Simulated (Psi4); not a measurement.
F₄Se (SMILES F[Se](F)(F)F), singlet, at a GFN2-xTB geometry, with bond 3-1 at 1.3 times its length. Base run: Psi4 with CAM-B3LYP/6-311G**.

Psi4 was given this input:
```
memory 2 GB

molecule {
0 1
  Se   -0.00203224    0.00254110    0.35944284
  F     0.96817789    1.31904607   -0.34335275
  F     1.72094988   -1.25993839   -0.53055657
  F    -0.96433922   -1.32384594   -0.33559484
  F    -1.31949995    0.96379711   -0.35377550
}

set basis 6-311g**

energy('cam-b3lyp')
print_variables()
```

The base run was repeated with changes; each row names its change, and settings that it needs were set with it.

```json
[
 {"change": "base", "ΔE vs base (mEh)": "0.000", "SCF cycles": "11", "grid points": "109118", "basis functions": "116"},
 {"change": "d_convergence = 1e-10", "ΔE vs base (mEh)": "0.000", "SCF cycles": "18", "grid points": "109118", "basis functions": "116"},
 {"change": "scf_type = mem_df", "ΔE vs base (mEh)": "0.000", "SCF cycles": "11", "grid points": "109118", "basis functions": "116"},
 {"change": "diis_max_vecs = 3", "ΔE vs base (mEh)": "0.000", "SCF cycles": "13", "grid points": "109118", "basis functions": "116"},
 {"change": "soscf = true", "ΔE vs base (mEh)": "0.000", "SCF cycles": "8", "grid points": "109118", "basis functions": "116"},
 {"change": "dft_radial_points = 99", "ΔE vs base (mEh)": "-0.002", "SCF cycles": "11", "grid points": "143776", "basis functions": "116"},
 {"change": "scf_initial_accelerator = none", "ΔE vs base (mEh)": "0.000", "SCF cycles": "11", "grid points": "109118", "basis functions": "116"},
 {"change": "basis_guess = sto-3g", "ΔE vs base (mEh)": "0.000", "SCF cycles": "10", "grid points": "109116", "basis functions": "116"},
 {"change": "dft_spherical_points = 434", "ΔE vs base (mEh)": "-0.051", "SCF cycles": "11", "grid points": "156541", "basis functions": "116"},
 {"change": "d_convergence = 1e-4", "ΔE vs base (mEh)": "0.000", "SCF cycles": "10", "grid points": "109118", "basis functions": "116"},
 {"change": "scf_type = disk_df", "ΔE vs base (mEh)": "0.000", "SCF cycles": "11", "grid points": "109118", "basis functions": "116"},
 {"change": "scf_type = out_of_core", "ΔE vs base (mEh)": "0.306", "SCF cycles": "11", "grid points": "109118", "basis functions": "116"},
 {"change": "damping_percentage = 20", "ΔE vs base (mEh)": "0.000", "SCF cycles": "20", "grid points": "109118", "basis functions": "116"}
]
```
